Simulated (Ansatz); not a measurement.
Isolated molecules relaxed with PBE0-D4/def2-TZVP in Ansatz; ΔE leaves out vibrations. CCSD(T)/CBS adds triple-zeta CCSD(T) − MP2 to the extrapolated MP2 energy (def2 sets, frozen cores). This one scheme is used for every species. DFT in def2-TZVPP. HSE06 is defined as in plane-wave codes. Each species was taken in one conformer, which may not be the lowest.

`[SiH3]O[Si]S` + `N[SiH]1C[SiH2]1` → `N[Si@@H]1C[Si@H]1[SiH3]` + `O[Si]S`  (formal exchange of groups at the Si–O bond)

CCSD(T)/CBS gives +0.88 eV.

Another level gave +1.01 eV. Which?
A. HSE06-D4/def2-TZVPP
B. SCS-MP2/def2-TZVPP
C. r2SCANh-D4/def2-TZVPP
D. revPBE-D4/def2-TZVPP

B. SCS-MP2/def2-TZVPP 1.01, r2SCANh-D4 0.82, revPBE-D4 0.61, HSE06-D4 0.70 eV.

Largest T1 diagnostic among the species: 0.015.

Leaving LDA and LC-ωPBE aside and taking each functional with its dispersion term where it has one, the values, not all of them listed here, spread over 0.42 eV, from PBE-D4 to BHLYP-D4. LDA lies +0.04 eV from PBE without D4. From r2SCAN to r2SCAN0 (25 % exact exchange), in def2-TZVPP and without D4, ΔE moves by +0.05 eV. In def2-TZVPP, CCSD(T) changes the Hartree–Fock value by −0.31 eV (the triples alone add −0.05 eV) and MP2 by −0.25 eV.
